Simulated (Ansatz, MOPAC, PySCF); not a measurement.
A family of related molecules: triple bonds. Gas-phase values, no solvent. Strings in code marks are SMILES.

Quantity: vertical ionisation energy (energy after one electron is removed minus that of the parent at the parent's geometry), in eV.

Level 1: frozen-core CCSD(T)/cc-pVTZ // PBE0-D4/def2-TZVP (Ansatz, a program for electronic structure)
Level 2: PBE-D3(BJ)/def2-TZVP // PBE0-D4/def2-TZVP (PySCF)
Level 3: minus the HOMO energy of HF/3-21G // PBE0-D4/def2-TZVP (PySCF)
Level 4: minus the HOMO energy of PM3 // PBE0-D4/def2-TZVP (MOPAC)

```json
[
 {"species": "`B=N`", "level 1": "11.41", "level 2": "…", "level 3": "11.50", "level 4": "12.13"},
 {"species": "`B=O`", "level 1": "13.58", "level 2": "…", "level 3": "14.08", "level 4": "14.58"},
 {"species": "`[Si-]#[S+]`", "level 1": "10.38", "level 2": "…", "level 3": "10.60", "level 4": "9.14"},
 {"species": "`B=S`", "level 1": "…", "level 2": "11.22", "level 3": "…", "level 4": "11.89"},
 {"species": "`[O+]#[Ge-]`", "level 1": "11.09", "level 2": "10.99", "level 3": "10.99", "level 4": "9.67"}
]
```

Problem. Fill in the missing entries.

Solution. 
- `B=N`, level 2: 11.52
- `B=O`, level 2: 13.78
- `[Si-]#[S+]`, level 2: 10.27
- `B=S`, level 1: 11.15
- `B=S`, level 3: 11.19
